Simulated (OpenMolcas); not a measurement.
neutral vanadium.

```json
{
 "Program": "OpenMolcas",
 "Method": "CASSCF",
 "Basis": "ANO-RCC-VTZP [6s5p3d2f1g]",
 "Scalar Hamiltonian": "DKH2, point nucleus",
 "Active space": "3 electrons in 5 orbitals (3d)",
 "State averaging": "2S+1 = 4 even, 10 roots; 2S+1 = 2 even, 40 roots",
 "Spin-orbit coupling": "state interaction with AMFI integrals over the reference wave functions, term energies averaged over their components"
}
```

Levels without dynamic correlation, in cm⁻¹ above 3d³ 4s² ⁴F_3/2:

```tsv
Level	E
3d³ 4s² ²G_7/2	14291
3d³ 4s² ⁴P_1/2	14212
3d³ 4s² ²P_1/2	18861
3d³ 4s² ²H_9/2	18879
3d³ 4s² ²D_3/2(1)	20464
3d³ 4s² ²F_7/2	32564
```

On this reference, MS-CASPT2, IPEA 0.25 Eh, imaginary shift 0.1 Eh (closed shells correlated: 3s 3p 4s) puts 3d³ 4s² ²G_7/2 at 10310 cm⁻¹.

Question: Estimate the other levels at that method by one scale factor, and say how well it serves.

Answer: The factor is 10310 / 14291 = 0.721. Scaled values beside those that MS-CASPT2 gives and measured ones (NIST Handbook of Basic Atomic Spectroscopic Data):
| Level | Scaled | MS-CASPT2 | Miss (%) | Measured |
| --- | --- | --- | --- | --- |
| 3d³ 4s² ⁴P_1/2 | 10247 | 11140 | -8.0 | 9545 |
| 3d³ 4s² ²P_1/2 | 13599 | 13820 | -1.6 |  |
| 3d³ 4s² ²H_9/2 | 13612 | 15400 | -11.6 |  |
| 3d³ 4s² ²D_3/2(1) | 14755 | 14640 | +0.8 |  |
| 3d³ 4s² ²F_7/2 | 23479 | 25580 | -8.2 |  |
For these levels the scaled values miss MS-CASPT2 by up to 11.6 %, as correlation changes each term by its own factor, spin-orbit parts do not scale and CASPT2 has its own spread within terms. This holds within one configuration; levels of others move differently, and the target method has errors of its own against measurement.

CASPT2 does not keep the components of a term degenerate, so their means are used; among the terms shown or strongly mixed into the levels shown the widest spread is 1200 cm-1 (3d³ 4s² ⁴F, MS-CASPT2). With the s shell closed, the reference lacks s² → p², s² → d² and s → d mixing, so excited terms can stand far too high and out of order, with CASPT2 too. Without dynamic correlation excited terms often stand tens of per cent too high (terms of higher spin than the ground term too low), and those without a measured partner can miss by more than the paired ones (holds for CASSCF). Some terms miss by over 15 % even with CASPT2, which points to a basis or an active space too small for the shells correlated (holds for MS-CASPT2). Computed and measured levels are paired by configuration, term and J; levels that our copy of the source lacks, or whose pairing is in doubt (as where it misses far off the trend of its configuration), stay unpaired and out of the deviations. Only configurations of the active space appear.

A number in round brackets counts repeated terms of one configuration in the order of the reference energies.
